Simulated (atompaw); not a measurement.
Sr (Z = 38): one change to a PAW (atompaw) potential, before and after

```json
{"Element": "Sr (Z = 38)", "Generator": "atompaw 4.2.0.5", "Type": "PAW", "Functional": "PBE", "Relativity": "scalar-relativistic", "Frozen core": "[Ar] 3d10", "Valence charge": "10", "Reference configuration": "4s2 4p6 4d0 5s1 5p0 (charge +1)", "Partial waves": "4s (bound): rc 2.25 bohr; 5s (bound): rc 2.45 bohr; 4p (bound): rc 2.55 bohr; 5p (bound, empty): rc 2.25 bohr; 4d (bound, empty): rc 2.90 bohr; 4d channel at -0.05 Ry: rc 2.90 bohr", "Local potential": "bessel scheme, radius 2.10 bohr", "Core correction": "smooth core density matched at 1.75 bohr", "Augmentation charge": "besselshape compensation charge, radius 2.75 bohr; PAW radius 2.90 bohr; waves and projectors: custom rrkj gramschmidtortho"}
```

Change: wave 5s (bound): rc 2.45 bohr becomes 5s (bound): rc 2.84 bohr.

Cutoffs: the cutoffs (Ry, on a coarse ladder) from which the occupation-weighted sum of valence levels, in a spherical-Bessel basis at the reference potential, stays within 10 and 1 mRy of its value at 400 Ry; they do not see the model core or the augmentation charge, which bear on the density cutoff.

**Question.** What does the change do?

**Answer.** The potential gets softer (15 Ry and 21 Ry → 12 Ry and 21 Ry); neither file shows a bound ghost.

| quantity | base | changed |
| --- | --- | --- |
| cutoff, loose | 15 Ry | 12 Ry |
| cutoff, tight | 21 Ry | 21 Ry |
| loose cutoff by channel (10 mRy a level) | s 12 Ry, p 10 Ry | s 10 Ry, p 10 Ry |
| bound ghosts | none | none |
| s: phases at 2.92 bohr within 0.05 rad from the reference energy up to (Ry; the scan ends near 5) | 2.2 | 2.8 |
| p: phases at 2.92 bohr within 0.05 rad from the reference energy up to (Ry; the scan ends near 5) | to the end of the scan | to the end of the scan |
| d: phases at 2.92 bohr within 0.05 rad from the reference energy up to (Ry; the scan ends near 5) | to the end of the scan | to the end of the scan |
| lowest overlap eigenvalue by channel | s 0.14, p 0.10, d 0.93 | s 0.48, p 0.10, d 0.93 |

 The cutoffs see the waves, projectors and local potential, not the compensation charge or the core.
